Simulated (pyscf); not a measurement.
**`[AsH2][InH]`, doublet**

Gas-phase minimum from PySCF at ωB97X-D3(BJ)/def2-SVP, one conformer. Other isomers of [H₂As–InH]• were not searched in full and may lie lower. 

SMILES: [AsH2][InH]
```xyz
5

As    -0.2163     1.3284     0.1716
In     1.4502    -0.1751    -1.1487
H      0.3461     0.9224     1.5224
H     -1.2203     0.1816     0.1554
H      0.9575    -0.6842    -2.7704
```
Charge 0, spin multiplicity 2.

Bonded distances (Å): As1–In2 2.604, As1–H3 1.519, As1–H4 1.524, In2–H5 1.770. Bond angles (°): In2–As1–H3 93.4, In2–As1–H4 89.0, H3–As1–H4 93.0, As1–In2–H5 116.9.

Properties at ωB97X-D3(BJ)/def2-SVP:

```yaml
harmonic_wavenumbers_unscaled: 164, 216, 375, 440, 608, 1014, 1645, 2238, 2268 cm⁻¹
zero_point_energy: 12.8 kcal/mol
rotational_symmetry_number: 1
Entropy of this conformer at 298 K and 1 atm, rigid rotor and harmonic oscillator, modes under 100 cm⁻¹ raised to 100: 313.7 J/(mol K)
dipole_moment: 0.90 D
Spin expectation value S2: 0.757
```

Single-point totals, which compare only within one level (frozen core for MP2 and CC):

```tsv
level	total energy (hartree)
ωB97X-D3(BJ)/def2-TZVP	-2427.80226
PBE/def2-TZVP	-2427.44668
r²SCAN/def2-TZVP	-2427.84781
B3LYP-D3(BJ)/def2-TZVP	-2427.90953
PBE0-D3(BJ)/def2-TZVP	-2427.51536
M06-2X/def2-TZVP	-2427.71799
ωB97M-D3(BJ)/def2-TZVP	-2427.82658
UHF/def2-TZVPP	-2425.14018
MP2/def2-TZVPP	-2425.68496
CCSD/def2-TZVPP	-2425.69862
CCSD(T)/def2-TZVPP	-2425.71707
```

Soft torsions are taken as harmonic, which can shift the entropy by several J/(mol K). The CCSD(T) − MP2 part came from Ansatz, without density fitting, on the same reference. The frozen core leaves the outer d or s,p core shells of the metals and heavy elements correlated in the MP2 and CC values, and def2-TZVPP describes them poorly, so these totals are far from the basis limit. Elements up to Kr have no core potential and no relativistic terms here. Elements past Kr carry the def2 core potentials, without spin-orbit coupling.
